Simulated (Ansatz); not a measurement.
Saddle point of CH7GeN, singlet (CH₇GeN ([CH3][GeH2][NH2]) → CH₄Ge ([CH2][GeH2]) + NH₃; bonds formed: N2–H4; bonds broken: Ge1–N2, C3–H4), PBE0-D4/def2-TZVP structure:

| atom | x (Å) | y (Å) | z (Å) |
| --- | --- | --- | --- |
| Ge1 | -0.6690 | 0.1135 | 0.6919 |
| N2 | 1.2997 | -0.1271 | 0.2974 |
| C3 | -0.8389 | 0.0253 | -1.1813 |
| H4 | 0.7551 | -0.1291 | -0.7731 |
| H5 | -0.6781 | 1.4335 | 1.4879 |
| H6 | -0.9564 | -1.0755 | 1.6299 |
| H7 | 1.7503 | -0.9947 | 0.5712 |
| H8 | 1.9311 | 0.6479 | 0.4752 |
| H9 | -1.3973 | -0.8366 | -1.5487 |
| H10 | -1.1965 | 0.9428 | -1.6504 |

Energies are electronic, without zero-point energy. Barriers and step energies count from the start structure reached by relaxing down the imaginary mode; all methods use the PBE0-D4 structures, on which another method's saddle can fall below an end. Ansatz 0.2.0; basis: def2-TZVPP, with def2-QZVPP for the basis limit; cores frozen in the correlated methods. Filled d shells of the heavier atoms are correlated. The def2 sets are not built for correlating such inner shells, so the correlated values are less sure here. B3LYP uses VWN-RPA correlation. Extrapolation: Hartree–Fock as exp(−7.88 √X), correlation as X^−2.97.

| method | barrier (eV) | step energy (eV) |
| --- | --- | --- |
| SPW92 | ? | 1.925 |
| PBE-D4 | 2.261 | 1.867 |
| BLYP-D4 | 2.352 | 1.808 |
| r2SCAN-D4 | 2.460 | 2.034 |
| B97M-V | 2.563 | 2.031 |
| PBE0-D4 | 2.486 | 2.053 |
| B3LYP-D4 | 2.531 | 1.969 |
| r2SCAN0-D4 | 2.599 | 2.143 |
| BHLYP-D4 | 2.786 | 2.164 |
| CAM-B3LYP-D4 | 2.640 | 2.101 |
| wB97X-V | 2.690 | 2.177 |
| wB97M-V | ? | 2.065 |
| B2PLYP | 2.589 | 2.028 |
| PBE-QIDH | 2.637 | 2.176 |
| RPA on PBE | 2.600 | 2.059 |
| HF | ? | 2.338 |
| MP2 | 2.590 | 2.111 |
| CCSD | 2.744 | 2.151 |
| CCSD(T) | 2.626 | 2.080 |

(1) Fill in the withheld barriers. (An estimate is asked for; the value comes from the calculation.)

T1 diagnostic: at most 0.014.

## Answers

(1) By the calculation: HF 3.206; wB97M-V 2.595; SPW92 2.090 eV. Each is the energy of the saddle less that of the start structure, by the same method.

For comparison, the barrier by CCSD(T) at an estimated basis limit (MP2 extrapolated from triple and quadruple zeta, plus CCSD(T) − MP2 in triple zeta) is 2.605 eV.

Labels in which every atom is bracketed show which atoms are joined, not bond orders.

For scale, one of the runs: CCSD(T)/def2-TZVPP, 208 basis functions, launched by `ansatz run in.yaml --threads 4 --pin off --events-out ev --progress --plain --max-ram 9574MiB`. Time: 81 s of wall clock on 4 CPU threads of an Arm Neoverse V1; the host was shared. Peak host memory: 2.9 GiB.
